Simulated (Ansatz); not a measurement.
Basis-set series for `C[O][Ga][SH]` radical. Total charge 0; spin multiplicity 2. All single points use the PBE0-D4/def2-TZVP geometry. It is one conformer, not always the lowest.

| atom | x (Å) | y (Å) | z (Å) |
| --- | --- | --- | --- |
| C1 | 0.770 | 1.080 | 0.642 |
| O2 | -0.091 | 0.190 | -0.017 |
| Ga3 | 0.108 | -1.577 | -0.257 |
| S4 | -1.609 | -2.463 | -1.382 |
| H5 | 1.050 | 1.893 | -0.036 |
| H6 | 0.263 | 1.518 | 1.509 |
| H7 | 1.693 | 0.606 | 0.998 |
| H8 | -2.183 | -1.247 | -1.458 |

```json
{"functional": "PBE0-D4", "basis": "def2-SVP", "functions": "98", "energy (Eh)": "-2437.82564", "HOMO (eV)": "-6.22", "LUMO (eV)": "-3.20"}
{"functional": "PBE0-D4", "basis": "def2-TZVPP", "functions": "208", "energy (Eh)": "-2438.34688", "HOMO (eV)": "-6.30", "LUMO (eV)": "-3.27"}
{"functional": "ωB97M-V", "basis": "def2-SVP", "functions": "98", "energy (Eh)": "-2438.16594", "HOMO (eV)": "-8.21", "LUMO (eV)": "-1.55"}
{"functional": "ωB97M-V", "basis": "def2-TZVPP", "functions": "208", "energy (Eh)": "-2438.68932", "HOMO (eV)": "-8.28", "LUMO (eV)": "-1.61"}
```

Question: Give the rows for def2-QZVPP. (Best estimate.)

Answer: Ansatz gave: 
```json
{"functional": "PBE0-D4", "basis": "def2-QZVPP", "functions": "393", "energy (Eh)": "-2438.40922", "HOMO (eV)": "-6.33", "LUMO (eV)": "-3.31"}
{"functional": "ωB97M-V", "basis": "def2-QZVPP", "functions": "393", "energy (Eh)": "-2438.74960", "HOMO (eV)": "-8.33", "LUMO (eV)": "-1.72"}
```

HOMO and LUMO are taken over both spins. Scalar relativity is left out up to krypton.
